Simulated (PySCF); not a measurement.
B3LYP has the VWN-RPA correlation part, as in Gaussian. Delta-SCF ions had no search for a lower state. Excitations are Tamm–Dancoff values on a coarser integration grid. The basis has no diffuse functions, so Rydberg states are missing or too high.

## Cl4Sn, SMILES `[Cl][Sn]([Cl])([Cl])[Cl]` (charge 0, multiplicity 1)

All values below come from B3LYP-D3(BJ)/def2-TZVP (PySCF).

```json
{
  "HOMO": "-9.46 eV",
  "dipole_moment": "0.00 D",
  "HOMO–LUMO gap": "5.75 eV",
  "LUMO": "-3.71 eV",
  "S1 excitation (TDA)": "4.69 eV",
  "S1 oscillator strength": "0.000",
  "brightest of the four lowest singlets (TDA)": "5.17 eV",
  "vertical ionisation energy (Delta-SCF)": "11.45 eV",
  "total_energy": "-2055.4817 Ha",
  "cost": "around 2.4 core-minutes (rough)"
}
```

Bonded distances (Å): Cl1–Sn2 2.309, Sn2–Cl3 2.309, Sn2–Cl4 2.309, Sn2–Cl5 2.309. Bond angles (°): Cl1–Sn2–Cl3 109.5, Cl1–Sn2–Cl4 109.5, Cl1–Sn2–Cl5 109.5, Cl3–Sn2–Cl4 109.5, Cl3–Sn2–Cl5 109.5, Cl4–Sn2–Cl5 109.5.
Charge 0, spin multiplicity 1.
